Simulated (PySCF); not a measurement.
Cd(OMe)(SiH3), CH₆CdOSi, SMILES C[O][Cd][SiH3], singlet (B3LYP/def2-SVP optimised geometry):

```
10

Cd     0.463     0.401     0.000
O     -1.524     0.555     0.000
C     -2.480    -0.460     0.017
H     -3.495    -0.014     0.012
H     -2.434    -1.136    -0.865
H     -2.430    -1.109     0.918
Si     2.956     0.401     0.000
H      3.495     1.050     1.233
H      3.495     1.136    -1.184
H      3.474    -1.000    -0.050
```

Computed with B3LYP/def2-TZVP, def2 effective core potentials past Kr (PySCF).

Task: What are the frontier orbital energies and the dipole moment?

Result: HOMO-2 -8.14 eV, HOMO-1 -6.81 eV, HOMO -6.61 eV, LUMO -1.24 eV, LUMO+1 -1.09 eV; dipole moment 1.68 D.

On the same geometry PySCF with PBE/def2-TZVP, def2 effective core potentials past Kr gives HOMO-2 -7.28 eV, HOMO-1 -5.74 eV, HOMO -5.41 eV, LUMO -1.71 eV, LUMO+1 -1.54 eV; dipole moment 1.49 D.
